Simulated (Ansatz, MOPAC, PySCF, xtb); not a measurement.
Noncovalent pair: NH3 (SMILES N) (first 4 atoms) with H2 (SMILES [H][H]); geometry from B3LYP-D3(BJ)/def2-TZVP, rigid monomers moved along the line of their centres of mass till N1···H5 is 2.36 Å.
(charge 0, multiplicity 1):
```xyz
6

N     -0.1683    -0.1111     0.0589
H     -0.7180     0.6543    -0.3143
H      0.7483    -0.0650    -0.3713
H     -0.6037    -0.9744    -0.2452
H     -0.0250    -0.0019     2.4084
H      0.0203     0.0326     3.1542
```

Monomers are frozen at their geometry in the pair; levels with a basis set take the counterpoise correction. Rows marked so take none.

Rows in 6-311+G** carry no dispersion term and start afresh at each structure. The state that PM3 reach isn't checked.

Run with Ansatz (an electronic-structure program); MOPAC for PM3 (differences of heats of formation); PySCF for 6-311+G** rows, the dispersion terms; xtb for the GFN methods. 

One of these levels gives -2.7 meV for the interaction energy. Name it.
(A) B3LYP/6-311+G** (no counterpoise)
(B) PBE-D4/def2-TZVPPD
(C) PM3
(D) GFN-FF

D, GFN-FF. The others give 47.1 (PM3), -29.9 (PBE-D4/def2-TZVPPD), -16.1 (B3LYP/6-311+G** (no counterpoise))
